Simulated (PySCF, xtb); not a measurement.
Sb(F)(OH)2 (FH₂O₂Sb), SMILES [OH][Sb]([F])[OH]. Other conformers were not sampled.

Harmonic wavenumbers (cm⁻¹) from GFN2-xTB (xtb) at its own minimum, in rising order: 52, 154, 208, 229, 309, 384, 486, 511, 850, 864, 3580, 3618.

**Question.** What does PySCF with B3LYP-D3(BJ)/def2-SVP give at its own minimum? (An estimate is asked for; the answer gives what the named calculation found.)

**Answer.** 92, 180, 222, 290, 307, 604, 618, 631, 816, 858, 3780, 3791. Paired by order, the mean absolute difference is 85 cm⁻¹ and the zero-point energies are 16.1 and 17.4 kcal/mol.
